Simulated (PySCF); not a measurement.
C9H11N.
Bonds: C1–C2 (double), C2–C3, C2–C4, C4–C5 (aromatic), C5–C6 (aromatic), C6–C7 (aromatic), C7–N8, C7–C9 (aromatic), C9–C10 (aromatic), C4–C10 (aromatic). Hydrogens: H11, H12 on C1; H13, H14, H15 on C3; H16 on C5; H17 on C6; H18, H19 on N8; H20 on C9; H21 on C10.

Method: PySCF, PBE0-D3(BJ)/def2-SVP geometry optimisation, gas phase.

(1) Give the optimised bond lengths and angles.

## Answers

(1) 
```csv
bond,length (Å)
C1=C2,1.344
C2–C3,1.503
C2–C4,1.481
"C4–C5, C4–C10",1.405
"C5–C6, C9–C10",1.388
"C6–C7, C7–C9",1.405
C7–N8,1.378
C1–H11,1.093
C1–H12,1.092
"C3–H13, C3–H14, C3–H15",1.101
"C5–H16, C10–H21",1.092
"C6–H17, C9–H20",1.094
"N8–H18, N8–H19",1.011
```

Bonds in one row agree within 0.01 Å and their mean is given. A selection of angles:
```csv
angle,degrees
C2–C1–H11,120.9
C2–C1–H12,122.3
H11–C1–H12,116.8
C1–C2–C3,120.1
C1–C2–C4,122.5
C3–C2–C4,117.4
C2–C3–H13,111.0
H13–C3–H14,107.5
H13–C3–H15,108.6
C2–C4–C5,121.6
C5–C4–C10,116.5
C4–C5–C6,122.1
C4–C5–H16,119.8
C6–C5–H16,118.1
C5–C6–C7,120.9
C5–C6–H17,119.7
C7–C6–H17,119.5
C6–C7–N8,121.3
C6–C7–C9,117.6
C7–N8–H18,116.7
H18–N8–H19,113.6
C9–C10–H21,118.5
H19–N8–C7,116.7
```

Torsions: C1–C2–C4–C5 159° (antiperiplanar). The mirror-image conformer, all signs reversed, is as good.

The 9 C–C bonds span 1.344 Å (C1=C2, drawn double) to 1.503 Å (C2–C3, drawn single), a spread of 0.159 Å. The 6-membered ring C4–C5–C6–C7–C9–C10 has internal angles of 116.5° to 122.1°; it is planar, 0.00 Å rms from its mean plane, widest ring torsion 1°. Of the pairs four or more bonds apart, H12···H21 is among the closest relative to their van der Waals radii: 2.14 Å, 89 % of the sum of Bondi's values. N8 (aniline-type nitrogen) is pyramidal (angles 116.7°, 116.7° and 113.6°, sum 347.0°, 0.23 Å off the plane of its three neighbours).

Stationary, but not proved a minimum. One conformer, not necessarily the lowest.
